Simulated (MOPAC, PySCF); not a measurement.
H3Al, SMILES `[AlH3]`, neutral singlet in the gas phase. 

Z-matrix (Å, degrees):
```
Al
H 1 1.5858
H 1 1.5858 2 120.00
H 1 1.5858 2 120.00 3 -180.00
```
Charge 0, multiplicity 1.

All levels are single points at this geometry (PBE0-D3(BJ)/def2-TZVP); Pople sets use spherical d functions. Orbital energies aren't observables, and empty levels follow the basis.

PBE-D3(BJ)/def2-TZVP in PySCF gives HOMO (eV) = -7.30.

**Question.** Estimate the HOMO (eV) from each of these levels: PBE0-D3(BJ)/def2-TZVP in PySCF; B3LYP/3-21G in PySCF; B3LYP/6-31G* in PySCF; BP86/6-31G* in PySCF; M06-2X/6-31G* in PySCF; PBE/6-31G* in PySCF; SVWN5/6-31G* in PySCF; HF/3-21G in PySCF; HF/6-31G* in PySCF; HF/STO-3G in PySCF; PM3 in MOPAC; PM7 in MOPAC.

**Answer.** 
```
level                           HOMO (eV)
------------------------------  ---------
PBE0-D3(BJ)/def2-TZVP in PySCF      -8.58
B3LYP/3-21G in PySCF                -8.39
B3LYP/6-31G* in PySCF               -8.36
BP86/6-31G* in PySCF                -7.40
M06-2X/6-31G* in PySCF              -9.68
PBE/6-31G* in PySCF                 -7.28
SVWN5/6-31G* in PySCF               -7.28
HF/3-21G in PySCF                  -11.63
HF/6-31G* in PySCF                 -11.70
HF/STO-3G in PySCF                  -9.15
PM3 in MOPAC                       -11.44
PM7 in MOPAC                       -12.11
```
